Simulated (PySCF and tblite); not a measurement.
Values are calculated unless marked as measured or tabulated.
System: C₇H₅N₂ (charge -1), numbered as in [CH:1]#[C:2]/[CH:3]=[CH:4]\[c:5]1[cH:6][n:7][cH:8][n-:9]1.

Level: PBE0/pcSseg-1 + D3(BJ) on GFN2-xTB stationary points, with GFN2-xTB thermal terms. Rate constants are transition-state-theory values, counting equivalent paths, without tunnelling. (PySCF 2.14 with density fitting, tblite 0.8.)

The ion is treated without a counter-ion.

(1) What barrier does the rotation about the C5–C4 bond (torsion C6–C5–C4–C3 from 0° to 180°, rising) meet, and how fast is it at 298 K?

## Answers

(1) The electronic barrier is 15.7 kcal/mol and ΔG‡(298 K) 15.6 kcal/mol, over a C1 saddle with an imaginary mode of 122i cm⁻¹ (GFN2-xTB). With 2 equivalent paths, k is 48 s⁻¹, a mean lifetime of the start of 21 ms against this motion. The end lies 2.8 kcal/mol above the start in free energy.
